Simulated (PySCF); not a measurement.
Gas-phase reaction: GaH₂Cl ⇌ GaCl + 2 H

Method: PySCF energies (xtb for GFN2) plus ideal-gas RRHO corrections (1 bar). † marks an energy on the PBE0/def2-TZVP geometry and frequencies; other levels use their own. CCSD(T) freezes the core. 6-31G* has spherical d functions here. Open shells (unrestricted): H (multiplicity 2); the rest are closed-shell singlets. GFN2 has no spin-polarisation term. B3LYP is the form with VWN-RPA correlation. Ga: all electrons, no relativistic terms. GaH₂Cl: computed as isolated molecules; such fragments, hydroxides, amides, oligomers or adducts are transient or little studied in the gas. CCSD(T) isn't extrapolated to the basis-set limit; its ΔH°(298 K) is 425.7 kJ in def2-SVP and 443.8 kJ in def2-TZVPP. The harmonic model lacks anharmonicity and excited electronic states, which grow with temperature; levels with a mode under 35 cm⁻¹ are left out.

```json
[
 {"level": "B3LYP/6-31G*", "ΔE electronic, kJ": "434", "ΔH°(298 K), kJ": "409", "ΔS°(298 K), J/K": "205", "ΔG°(1800 K), kJ": "16"},
 {"level": "B3LYP/def2-TZVP†", "ΔE electronic, kJ": "445", "ΔH°(298 K), kJ": "419", "ΔS°(298 K), J/K": "205", "ΔG°(1800 K), kJ": "26"},
 {"level": "CCSD(T)/def2-TZVPP†", "ΔE electronic, kJ": "469", "ΔH°(298 K), kJ": "444", "ΔS°(298 K), J/K": "205", "ΔG°(1800 K), kJ": "50"},
 {"level": "GFN2-xTB", "ΔE electronic, kJ": "500", "ΔH°(298 K), kJ": "480", "ΔS°(298 K), J/K": "203", "ΔG°(1800 K), kJ": "96"},
 {"level": "HF/def2-TZVP†", "ΔE electronic, kJ": "363", "ΔH°(298 K), kJ": "337", "ΔS°(298 K), J/K": "205", "ΔG°(1800 K), kJ": "-57"},
 {"level": "PBE/def2-TZVP†", "ΔE electronic, kJ": "432", "ΔH°(298 K), kJ": "407", "ΔS°(298 K), J/K": "205", "ΔG°(1800 K), kJ": "13"},
 {"level": "PBE0/def2-SVP†", "ΔE electronic, kJ": "448", "ΔH°(298 K), kJ": "422", "ΔS°(298 K), J/K": "205", "ΔG°(1800 K), kJ": "28"},
 {"level": "r2SCAN/def2-TZVP†", "ΔE electronic, kJ": "465", "ΔH°(298 K), kJ": "439", "ΔS°(298 K), J/K": "205", "ΔG°(1800 K), kJ": "46"},
 {"level": "LDA/def2-TZVP†", "ΔE electronic, kJ": "502", "ΔH°(298 K), kJ": "476", "ΔS°(298 K), J/K": "205", "ΔG°(1800 K), kJ": "83"},
 {"level": "ωB97M-V/def2-TZVP†", "ΔE electronic, kJ": "457", "ΔH°(298 K), kJ": "431", "ΔS°(298 K), J/K": "205", "ΔG°(1800 K), kJ": "38"},
 {"level": "ωB97X-V/def2-TZVP†", "ΔE electronic, kJ": "470", "ΔH°(298 K), kJ": "445", "ΔS°(298 K), J/K": "205", "ΔG°(1800 K), kJ": "51"}
]
```
ΔH° is lowest at HF/def2-TZVP† and highest at GFN2-xTB. No reference value is set beside these.
